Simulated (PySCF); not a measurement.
# Electron correlation in B (boron, neutral)

[He] 2s1 2p2, high-spin 4P determinant (an excited configuration). All numbers are calculated (PySCF 2.14, the non-relativistic Hamiltonian (point nucleus), in aug-cc-pVQZ (6s5p4d3f2g, 80 functions)). Frozen: 1s2; 3 electrons correlated.

| level | correlation energy (mhartree) |
| --- | --- |
| CCSD | -16.76 |
| (T) | -0.12 |
| CCSD(T) | -16.88 |

Diagnostics: T1 = 0.0041, D1 = 0.0064, largest double amplitude 0.032.

Cost of the coupled-cluster step: roughly 7 core-seconds, for 3 correlated electrons.

Iterations:

```
CC2 = 0
CCSD nocc = (np.int64(3), np.int64(0)), nmo = (79, 79)
frozen orbitals [[0], [0]]
max_cycle = 100
direct = 0
conv_tol = 1e-08
conv_tol_normt = 1e-06
diis_space = 8
diis_start_cycle = 0
Init t2, MP2 energy = -0.0120232404233693
Init E_corr(UCCSD) = -0.0120232404265342
cycle = 1  E_corr(UCCSD) = -0.015191520205386  dE = -0.00316827978  norm(t1,t2) = 0.0232765
cycle = 2  E_corr(UCCSD) = -0.0161867984557278  dE = -0.00099527825  norm(t1,t2) = 0.00902427
cycle = 3  E_corr(UCCSD) = -0.0167735910800001  dE = -0.000586792624  norm(t1,t2) = 0.00395524
cycle = 4  E_corr(UCCSD) = -0.0167544593545836  dE = 1.91317254e-05  norm(t1,t2) = 0.000661339
cycle = 5  E_corr(UCCSD) = -0.016755779760994  dE = -1.32040641e-06  norm(t1,t2) = 7.16266e-05
cycle = 6  E_corr(UCCSD) = -0.0167554051812896  dE = 3.74579704e-07  norm(t1,t2) = 1.40021e-05
cycle = 7  E_corr(UCCSD) = -0.0167555576651818  dE = -1.52483892e-07  norm(t1,t2) = 2.03679e-06
cycle = 8  E_corr(UCCSD) = -0.0167555178375774  dE = 3.98276044e-08  norm(t1,t2) = 4.36149e-07
cycle = 9  E_corr(UCCSD) = -0.0167555238180358  dE = -5.98045843e-09  norm(t1,t2) = 7.67606e-08
UCCSD converged
E(UCCSD) = -24.4692157900799  E_corr = -0.01675552381803582
UCCSD(T) correction = -0.000119934166305111
```
